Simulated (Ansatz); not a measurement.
`[O]=[GeH2]`. Total charge 0; spin multiplicity 1. Geometry: relaxed with PBE0-D4/def2-TZVP.

```xyz
4

O     1.030    0.488   -1.191
Ge    0.010    0.005   -0.012
H    -1.523    0.133   -0.110
H     0.482   -0.625    1.313
```

(1) What is the dipole moment at PBE/def2-TZVPP? (Estimate.)

(2) And with r2SCAN, B3LYP, ωB97M-V? (Estimate.)

(3) Give the Mulliken charges with PBE, r2SCAN, ωB97M-V in def2-TZVPP. (An estimate is asked.)

Results:

(1) Computed: 3.53 D, with components (-2.21, -1.05, 2.55) D in this frame, pointing from negative to positive charge.

(2) The calculation gave: r2SCAN 3.72 D, B3LYP 3.85 D, ωB97M-V 4.03 D.

(3) Computed: 
```json
{"atom": "O1", "PBE": "-0.45", "r2SCAN": "-0.51", "ωB97M-V": "-0.52"}
{"atom": "Ge2", "PBE": "0.45", "r2SCAN": "0.53", "ωB97M-V": "0.48"}
{"atom": "H3", "PBE": "0.00", "r2SCAN": "-0.01", "ωB97M-V": "0.02"}
{"atom": "H4", "PBE": "0.00", "r2SCAN": "-0.01", "ωB97M-V": "0.02"}
```

B3LYP here is the variant with VWN-RPA as its local correlation; programs differ in this.
